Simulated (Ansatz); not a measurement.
Worked example: C8H18 → [C4H9]+ + C4H9 + e⁻

Species: C8H18 (hexamethylethane) `CC(C)(C)C(C)(C)C`, singlet; [C4H9]+ `C[C+](C)C`, singlet; C4H9 (tert-butyl radical) `C[C](C)C`, doublet. 

Shapes, held fixed at every level: PBE0-D4/def2-TZVP. Flexible molecules stand in one conformer, not always the lowest. Programs: Ansatz 0.2.0. Electronic energies: no zero-point or thermal term.

At CCSD(T)/CBS estimate; 1 Eh = 27.2114 eV:

| species | energy (Eh) |
| --- | --- |
| C8H18 | -315.289013 |
| [C4H9]+ | -157.325188 |
| C4H9 | -157.576432 |

**Question.** Work out ΔE of the reaction at this level.

**Answer.** 
1. Products less reactants: (-157.325188) + (-157.576432) − [(-315.289013)] = 0.387393 Eh = +10.54 eV.

Other levels give +8.09 (HF/def2-TZVPP) to +10.56 eV (MP2/def2-SVP). No measured value is set beside it here. Open shells run unrestricted unless RO is named. The CBS estimate extrapolates MP2 from def2-TZVPP and def2-QZVPP and adds CCSD(T) − MP2 in the triple-zeta set, cores frozen. The onset seen in experiment also holds zero-point changes and kinetic shifts.
